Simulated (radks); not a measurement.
Q: Numerical settings for the ytterbium ion Yb+, [Xe] 4f14 6s1. All-electron calculation, scalar-relativistic Kohn-Sham, BLYP, spin-polarised, spherical densities, point nucleus; open shells are filled with parallel spins first (spin-orbit coupling, left out, can overturn this in heavy ions). Program: a radial shooting solver on a logarithmic mesh with Libxc functionals. The defaults (mesh step 0.008 in ln r, mesh end at 40 bohr or more with all orbitals vanishing there, Anderson mixing 0.5 over 9 steps, residual threshold near 1e-9 with the energy settled to 1e-9 hartree or 1e-11 of itself, here a cap of 98 iterations) give E = -14060.4584 hartree and 4f at -9.536 eV in 18 iterations. Run on one thread of a shared host, so times are rough (Intel(R) Xeon(R) Platinum 8488C): 0.37 s of CPU time, 0.37 s wall, 18 iterations on 2648 mesh points. One setting is changed at a time: mesh step in ln r 0.2; mesh step in ln r 0.05; mesh step in ln r 0.08; mesh end (bohr) 8; mesh end (bohr) 20; residual threshold 0.1; residual threshold 1e-05; mixing 1; linear mixing, mixing 0.8; linear mixing, mixing 0.5; mixing history 2; iteration cap 8. Which runs fail to converge, and which converge to a wrong energy?

A: Not converged within the cap: mesh step in ln r 0.2; mesh step in ln r 0.08; linear mixing, mixing 0.8; linear mixing, mixing 0.5; iteration cap 8. Settings that end as converged yet miss the energy by more than 1 mhartree: mesh end (bohr) 8 (+0.00238 hartree).
